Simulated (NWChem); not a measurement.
System: C₃HF₃; SMILES C#CC(F)(F)F

The following NWChem deck was run.

```
start job
memory heap 200 mb stack 900 mb global 1100 mb
geometry units angstroms noautoz
  C      0.000000     0.000000    -2.331534
  C      0.000000     0.000000    -1.124903
  C      0.000000     0.000000     0.344298
  F     -0.849276    -0.907637     0.821873
  F     -0.361399     1.189313     0.821873
  F      1.210675    -0.281676     0.821873
  H      0.000000     0.000000    -3.407378
end
basis spherical
  * library 6-31g*
end
dft
  xc b3lyp
  iterations 150
  mulliken
end
task dft energy
```

Output (shortened):

```
             Northwest Computational Chemistry Package (NWChem) 7.3.0
             --------------------------------------------------------

 C3V symmetry detected

                             Geometry "geometry" -> ""
                             -------------------------

 Output coordinates in angstroms (scale by  1.889725989 to convert to a.u.)

  No.       Tag          Charge          X              Y              Z
 ---- ---------------- ---------- -------------- -------------- --------------
    1 C                    6.0000     0.00000000     0.00000000    -2.33393311
    2 C                    6.0000     0.00000000     0.00000000    -1.12730211
    3 C                    6.0000    -0.00000000     0.00000000     0.34189889
    4 F                    9.0000     0.87894109     0.87894109     0.81947389
    5 F                    9.0000     0.32171477    -1.20065586     0.81947389
    6 F                    9.0000    -1.20065586     0.32171477     0.81947389
    7 H                    1.0000     0.00000000     0.00000000    -3.40977711

 Effective nuclear repulsion energy (a.u.)     230.8162265997

      Symmetry information
      --------------------

 Group name             C3v
 Group number             17
 Group order               6
 No. of unique centers     5

                                 NWChem DFT Module
                                 -----------------

 Summary of "ao basis" -> "ao basis" (spherical)
 ------------------------------------------------------------------------------
       Tag                 Description            Shells   Functions and Types
 ---------------- ------------------------------  ------  ---------------------
 C                           6-31g*                  6       14   3s2p1d
 F                           6-31g*                  6       14   3s2p1d
 H                           6-31g*                  2        2   2s

      Symmetry analysis of basis
      --------------------------

        a1         30
        a2          4
        e          52

  Rotation of axis

            General Information
            -------------------
          SCF calculation type: DFT
          Wavefunction type:  closed shell.
          No. of atoms     :     7
          No. of electrons :    46
           Alpha electrons :    23
            Beta electrons :    23
          Charge           :     0
          Spin multiplicity:     1
          Use of symmetry is: on ; symmetry adaption is: on
          Maximum number of iterations: 150
          AO basis - number of functions:    86
                     number of shells:    38
          Convergence on energy requested:  1.00D-06
          Convergence on density requested:  1.00D-05
          Convergence on gradient requested:  5.00D-04

              XC Information
              --------------
                         B3LYP Method XC Potential
                     Hartree-Fock (Exact) Exchange  0.200
                        Slater Exchange Functional  0.800 local
                    Becke 1988 Exchange Functional  0.720 non-local
              Lee-Yang-Parr Correlation Functional  0.810
                  VWN I RPA Correlation Functional  0.190 local

             Grid Information
             ----------------
          Grid used for XC integration:  medium
          Radial quadrature: Mura-Knowles
          Angular quadrature: Lebedev.
          Tag              B.-S. Rad. Rad. Pts. Rad. Cut. Ang. Pts.
          ---              ---------- --------- --------- ---------
          C                   0.70       49          10.0       434
          F                   0.50       49          11.0       434
          H                   0.35       45          10.0       434
          Grid pruning is: on
          Number of quadrature shells:   241
          Spatial weights used:  Erf1

      Superposition of Atomic Density Guess
      -------------------------------------

 Sum of atomic energies:        -411.59599105

      Non-variational initial energy
      ------------------------------

 Total energy =    -413.732796
 1-e energy   =   -1029.138572
 2-e energy   =     384.589549
 HOMO         =      -0.342379
 LUMO         =       0.064512

      Symmetry analysis of molecular orbitals - initial
      -------------------------------------------------

  Numbering of irreducible representations:

     1 a1          2 a2          3 e

  Orbital symmetries:

     1 a1          2 e           3 e           4 a1          5 a1
     6 a1          7 a1          8 e           9 e          10 a1
    11 a1         12 a1         13 e          14 e          15 a1
    16 e          17 e          18 e          19 e          20 a2
    21 a1         22 e          23 e          24 e          25 e
    26 a1         27 a1         28 a1         29 e          30 e
    31 a1         32 a1         33 e

     ---------------------------------------------
      Total Density - Mulliken Population Analysis
     ---------------------------------------------

    Atom       Charge   Shell Charges
 -----------   ------   -------------------------------------------------------
    1 C    6     6.46   2.00  0.75  1.88  0.71  1.10  0.03
    2 C    6     6.07   2.00  0.75  1.90  0.50  0.88  0.03
    3 C    6     4.26   2.00  0.60  1.19  0.05  0.30  0.13
    4 F    9     9.50   2.00  0.94  3.41  1.02  2.12  0.01
    5 F    9     9.50   2.00  0.94  3.41  1.02  2.12  0.01
    6 F    9     9.50   2.00  0.94  3.41  1.02  2.12  0.01
    7 H    1     0.71   0.42  0.29

[...]
```

Level: B3LYP/6-31G* (spherical d). The geometry was optimised at PBE0/def2-SVP. B3LYP is NWChem's, with the RPA form of VWN correlation.
